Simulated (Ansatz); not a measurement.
The same molecule with X = O, S, Te. Ansatz, PBE0-D4/def2-TZVP geometries, multiplicity 1. Each molecule was computed in one conformer, which needn't be the lowest.

Elements past krypton have def2 core potentials. Scalar relativity is left out up to krypton.

| X | molecule | mean X–As bond length / Å | mean X–H bond length / Å | LUMO energy (PBE/def2-TZVPP) / eV | HOMO energy (PBE0/def2-TZVPP) / eV | size of the dipole moment (ωB97M-V/def2-TZVPP) / D |
| --- | --- | --- | --- | --- | --- | --- |
| O | `N[AsH]O` | 1.810 | 0.961 | -0.82 | -7.33 | 1.43 |
| Te | `N[AsH][TeH]` | 2.615 | 1.659 | -1.83 | -6.36 | 1.08 |

Q: Give the row for X = S, `N[AsH]S`. (Estimate.)

A: Ansatz gave: 
| X | molecule | mean X–As bond length / Å | mean X–H bond length / Å | LUMO energy (PBE/def2-TZVPP) / eV | HOMO energy (PBE0/def2-TZVPP) / eV | size of the dipole moment (ωB97M-V/def2-TZVPP) / D |
| --- | --- | --- | --- | --- | --- | --- |
| S | `N[AsH]S` | 2.243 | 1.342 | -1.12 | -7.06 | 1.95 |

From O to Te the mean X–As bond length rises at each step, by 0.805 Å in all; the mean X–H bond length rises at each step, by 0.698 Å in all; the LUMO energy (PBE/def2-TZVPP) falls at each step, by 1.01 eV in all; the HOMO energy (PBE0/def2-TZVPP) rises at each step, by 0.97 eV in all. Bonds lengthen as the atom grows down the group. Dipoles are sizes alone, and their direction can turn along the series.

Spin–orbit coupling is left out; it splits and shifts lone-pair levels of the heavy atoms by tenths of an eV.
